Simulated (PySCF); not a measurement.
How methods differ on the ionisation energy of Fe

Fe [Ar] 3d6 4s2 (5D) → Fe⁺ [Ar] 3d6 4s1 (6D), as a difference of total energies. Calculation: PySCF 2.14, in jorge-DZP-DKH (8s6p2d1f, 43 functions); the spin-free X2C one-electron Hamiltonian (Gaussian nucleus). Correlated levels: valence: [Ar] frozen. The calculations carry no spin-orbit coupling.

| method | ionisation energy (eV) | error (eV) |
| --- | --- | --- |
| UHF | 6.342 | -1.562 |
| MN15 | 7.787 | -0.117 |
| MP2 (valence) | 7.079 | -0.825 |
| SCS-MP2 (valence) | 7.206 | -0.698 |

Reference: 7.904 eV (measured; NIST levels, between the centres of gravity of the two terms).

Errors of the correlated levels include the incompleteness of this basis and the frozen core.

MP2 underrates the near-degeneracy of ns² with np² in the lower species.
